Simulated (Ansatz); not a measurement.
Program: Ansatz. Geometries: PBE0-D4/def2-TZVP. ΔE: electronic, gas phase. CBS: MP2 limit from def2 TZ/QZ plus the TZ coupled-cluster correction, frozen cores. This one scheme is used for every species. DFT in def2-TZVPP. One conformer a species, not always the lowest.

`N[SiH2]F` + `BN[SiH3]` → `BN([SiH3])[SiH2]F` + NH₃  (ligand exchange at the Si–N bond)

```
            species  ωB97X-V energy (Eh)
         `N[SiH2]F`           -446.57193
         `BN[SiH3]`           -372.71789
`BN([SiH3])[SiH2]F`           -762.72172
                NH₃            -56.56247
```

Question: Work out ΔE.

Answer: ΔE = (-762.72172) + (-56.56247) − (-446.57193) − (-372.71789) = 0.00563 Eh = +3.5 kcal/mol. CCSD(T)/CBS gives +2.4 kcal/mol.

Largest T1 diagnostic among the species: 0.012.

The D4 term adds −2.4 kcal/mol with B3LYP and −1.3 kcal/mol with PBE0; it sums over pairs of atoms, weighted by their polarisabilities, and B3LYP, whose exchange is more repulsive, gets the larger term. In def2-TZVPP, CCSD(T) changes the Hartree–Fock value by −2.5 kcal/mol (the triples alone add −0.4 kcal/mol) and MP2 by −2.6 kcal/mol.

B3LYP here is the variant with VWN-RPA as its local correlation; programs differ in this.
